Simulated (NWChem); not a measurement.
System: C$_{4}$H$_{5}$N$_{2}$ cation; SMILES c1cnc[nH+]c1

Input file for NWChem:

```
start job
memory heap 200 mb stack 900 mb global 1100 mb
charge 1
geometry units angstroms
  C      1.148773     0.792329     0.023446
  C      1.225545    -0.601801    -0.017654
  N      0.136974    -1.357722    -0.039872
  C     -1.030980    -0.788694    -0.023166
  N     -1.183846     0.548178     0.015943
  C     -0.113619     1.354363     0.039766
  H      2.032979     1.409624     0.041752
  H      2.171154    -1.128639    -0.033458
  H     -1.912651    -1.417130    -0.041228
  H     -2.120649     0.951516     0.027544
  H     -0.276561     2.423433     0.071083
end
basis spherical
  * library def2-svp
end
dft
  xc pbe0
  iterations 150
end
driver
  maxiter 120
end
task dft optimize
task dft freq
```

Excerpt of the output:

```
             Northwest Computational Chemistry Package (NWChem) 7.3.0
             --------------------------------------------------------

 CS  symmetry detected

                             Geometry "geometry" -> ""
                             -------------------------

 Output coordinates in angstroms (scale by  1.889725989 to convert to a.u.)

  No.       Tag          Charge          X              Y              Z
 ---- ---------------- ---------- -------------- -------------- --------------
    1 C                    6.0000     1.33857697    -0.34488923     0.00000000
    2 C                    6.0000     0.35097411    -1.33272635     0.00000000
    3 N                    7.0000    -0.93865895    -1.02655061     0.00000000
    4 C                    6.0000    -1.29398429     0.22322233     0.00000000
    5 N                    7.0000    -0.39982834     1.22950727     0.00000000
    6 C                    6.0000     0.91502115     0.97055084     0.00000000
    7 H                    1.0000     2.38855207    -0.59138619     0.00000000
    8 H                    1.0000     0.58936704    -2.38873443     0.00000000
    9 H                    1.0000    -2.35055701     0.46040514     0.00000000
   10 H                    1.0000    -0.72438317     2.19650268     0.00000000
   11 H                    1.0000     1.60290451     1.80557060     0.00000000

 Effective nuclear repulsion energy (a.u.)     220.2623741849

      Symmetry information
      --------------------

 Group name             Cs
 Group number              2
 Group order               2
 No. of unique centers    11

                                Z-matrix (autoz)
                                --------

 Units are Angstrom for bonds and degrees for angles

[...]

      ----------------------
      Optimization converged
      ----------------------

  Step       Energy      Delta E   Gmax     Grms     Xrms     Xmax
  ---- ---------------- -------- -------- -------- -------- --------
@    4    -264.17651244 -6.6D-07  0.00003  0.00001  0.00030  0.00083
                                     ok       ok       ok       ok

                                Z-matrix (autoz)
                                --------

 Units are Angstrom for bonds and degrees for angles

[...]

 Rotational Constants
 --------------------
 A=   0.201809 cm-1  (  0.290352 K)
 B=   0.197883 cm-1  (  0.284703 K)
 C=   0.099913 cm-1  (  0.143750 K)

 Temperature                      =   298.15K
 frequency scaling parameter      =   1.0000

 Zero-Point correction to Energy  =   57.242 kcal/mol  (  0.091222 au)
 Thermal correction to Energy     =   59.943 kcal/mol  (  0.095526 au)
 Thermal correction to Enthalpy   =   60.535 kcal/mol  (  0.096469 au)

 Total Entropy                    =   68.848 cal/mol-K
   - Translational                =   39.074 cal/mol-K (mol. weight =  81.0453)
   - Rotational                   =   25.495 cal/mol-K (symmetry #  =        1)
   - Vibrational                  =    4.279 cal/mol-K

 Cv (constant volume heat capacity) =   15.922 cal/mol-K
   - Translational                  =    2.979 cal/mol-K
   - Rotational                     =    2.979 cal/mol-K
   - Vibrational                    =    9.963 cal/mol-K

[normal modes left out]

 ----------------------------------------------------------------------------
 Normal Eigenvalue ||           Projected Infra Red Intensities
  Mode   [cm**-1]  || [atomic units] [(debye/angs)**2] [(KM/mol)] [arbitrary]
 ------ ---------- || -------------- ----------------- ---------- -----------
    1       -0.000 ||    0.000052           0.001         0.050       0.021
    2       -0.000 ||    0.014864           0.343        14.490       5.985
    3        0.000 ||    0.005010           0.116         4.884       2.018
    4        0.000 ||    0.012429           0.287        12.116       5.005
    5        0.000 ||    0.012528           0.289        12.213       5.045
    6        0.000 ||    0.003550           0.082         3.461       1.430
    7      324.724 ||    0.001439           0.033         1.403       0.580
    8      413.835 ||    0.006165           0.142         6.010       2.483
    9      621.043 ||    0.004332           0.100         4.223       1.745
   10      680.111 ||    0.000668           0.015         0.651       0.269
   11      692.567 ||    0.094034           2.169        91.669      37.867
   12      800.298 ||    0.044289           1.022        43.175      17.835
   13      886.937 ||    0.006785           0.157         6.614       2.732
   14      980.281 ||    0.000851           0.020         0.830       0.343
   15     1023.501 ||    0.001066           0.025         1.039       0.429
   16     1029.305 ||    0.006271           0.145         6.113       2.525
   17     1047.647 ||    0.000772           0.018         0.752       0.311
   18     1080.294 ||    0.007375           0.170         7.190       2.970
   19     1095.525 ||    0.004771           0.110         4.651       1.921
   20     1138.663 ||    0.003966           0.092         3.866       1.597
   21     1219.947 ||    0.015123           0.349        14.743       6.090
   22     1294.060 ||    0.002336           0.054         2.277       0.941
   23     1367.532 ||    0.004394           0.101         4.283       1.769
   24     1402.248 ||    0.008359           0.193         8.149       3.366
   25     1492.908 ||    0.048767           1.125        47.541      19.638
   26     1571.679 ||    0.029895           0.690        29.143      12.038
   27     1664.391 ||    0.115626           2.668       112.718      46.562
   28     1711.885 ||    0.098981           2.284        96.491      39.859
   29     3217.956 ||    0.003171           0.073         3.092       1.277
   30     3229.718 ||    0.013855           0.320        13.506       5.579
   31     3250.233 ||    0.014494           0.334        14.129       5.837
   32     3261.749 ||    0.026300           0.607        25.639      10.591
   33     3561.737 ||    0.206960           4.775       201.755      83.342
 ----------------------------------------------------------------------------
```

Level: PBE0/def2-SVP.
